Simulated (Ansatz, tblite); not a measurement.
Cost and result up the ladder for Nb₃H₃Se₉ (15 atoms). Charge 0, multiplicity 1. Geometry: PBE-D4/def2-SVP.

```xyz
15

Nb    0.102   -0.670    1.488
Nb   -1.066    1.341   -0.195
Nb    1.345   -0.524   -1.551
Se   -0.595   -1.864    3.573
Se    2.520   -0.810    0.590
Se   -0.174   -2.382   -0.674
Se    0.394    1.791    1.772
Se   -2.374   -0.448    0.964
Se    0.882    1.897   -1.804
Se   -1.122   -0.691   -2.152
Se   -2.765    3.173    0.050
Se    3.079   -1.269   -3.195
H     0.858   -1.915    3.947
H    -3.341    2.911    1.394
H     2.256   -0.540   -4.208
```

Ansatz on 2 threads of AMD EPYC 7R13 on a shared host and a share (18 GiB) of an NVIDIA H100 80GB HBM3; xTB runs through tblite on one thread. Times are rough, summed over both states, and most runs start from the orbitals of an earlier one. No level here is sound enough to serve as a yardstick. The other state is a doublet.

In the def2 sets Nb takes a core potential; there is no spin–orbit coupling. The xTB rows come from tblite. Single mean-field runs in def2-TZVP are fitted with def2-universal-jkfit.

Run but left out: PBE-QIDH/def2-TZVP (singlet: restricted singlet, unstable in another Hartree–Fock run and untested here).

Raw xTB energies of ions are shifted by several eV.

```csv
level,functions,wall time,vertical IE (eV),remarks
GFN1-xTB,114,0.16 s,11.71,–
GFN2-xTB,111,0.52 s,12.28,–
PBE-D4/def2-TZVP,570,34 s,7.10,restricted SCF unstable in HF (singlet)
r2SCAN-D4/def2-TZVP (with forces),570,35 s,7.22,restricted SCF unstable in HF (singlet)
r2SCAN0-D4/def2-TZVP,570,43 s,7.43,restricted SCF unstable in HF (singlet)
PBE0-D4/def2-TZVP (with forces),570,53 s,7.36,restricted SCF unstable in HF (singlet)
BLYP-D4/def2-TZVP,570,63 s,6.93,restricted SCF unstable in HF (singlet)
```
